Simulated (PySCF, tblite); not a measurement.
Isomers of C5H6FO (doublet state), one GFN2-xTB conformer each. Single-point energies are computed at B3LYP/pcH-1 (PySCF, gas phase, no added dispersion term), electronic only. GFN2-xTB treats the open shell by occupation alone, and not every SCF solution was tested for stability.

Task: Rank them by B3LYP/pcH-1 energy, lowest first (kcal/mol).
A. `[CH2:1]=[CH:2][C@:3]1([F:4])[CH:5][O:6][CH2:7]1` (doublet state) with C1–C2–C3–F4 17°
B. `[F:1][C@@H:2]1[CH:3][CH2:4][O:5][CH:6]=[CH:7]1` (doublet state) with F1–C2–C3–C4 -96°, C2–C3–C4–O5 -33°, C3–C4–O5–C6 24°, C4–O5–C6–C7 -8°
C. `[H]/[C:1]=[CH:2]\[C:3](=[O:4])[CH2:5][CH2:6][F:7]` (doublet state) with C1–C2–C3–O4 0°, C2–C3–C5–C6 180°, C3–C5–C6–F7 -179°
D. `[H]/[C:1]=[CH:2]\[C:3]1([F:4])[CH2:5][O:6][CH2:7]1` (doublet state) with C1–C2–C3–F4 0°
E. `[CH2:1]=[CH:2][C:3](=[O:4])[CH:5][CH2:6][F:7]` (doublet state) with C1–C2–C3–O4 0°, C2–C3–C5–C6 180°, C3–C5–C6–F7 180°
F. `[OH:1][C@@H:2]1[C:3]2[CH2:4][CH2:5][C@:6]12[F:7]` (doublet state) with H–O1–C2–C3 171°

Result: E (0.0), B (10.2), C (21.8), A (31.9), D (49.8), F (51.7).

As drawn, the highest has a three-membered ring, a four-membered ring and an O–H bond, which the lowest lacks. Neighbours under 5.0 kcal/mol apart ([H]/[C]=C\C1(F)COC1 and O[C@@H]1[C]2CC[C@@]21F) can change places with a better method, another conformer or zero-point energy. GFN2-xTB itself gives, in the same order: 9.2, 0.0, 27.9, 24.2, 39.0, 30.7. GFN2-xTB puts F[C@@H]1[CH]COC=C1 lowest instead; measured from each level's own lowest isomer, the values differ by up to 21.0 kcal/mol (O[C@@H]1[C]2CC[C@@]21F: 30.7 against 51.7).

Task: What happens when harmonic zero-point energies from GFN2-xTB frequencies are added?

Result: 
```csv
SMILES,ZPE (kcal/mol),electronic (kcal/mol),with ZPE (kcal/mol)
C=CC(=O)[CH]CF,58.6,0.0,0.0
F[C@@H]1[CH]COC=C1,60.1,10.2,11.8
[H]/[C]=C\C(=O)CCF,58.9,21.8,22.1
C=C[C@]1(F)[CH]OC1,59.8,31.9,33.0
[H]/[C]=C\C1(F)COC1,59.5,49.8,50.6
O[C@@H]1[C]2CC[C@@]21F,61.0,51.7,54.2
```

The zero-point energies span 2.4 kcal/mol. The order is unchanged.
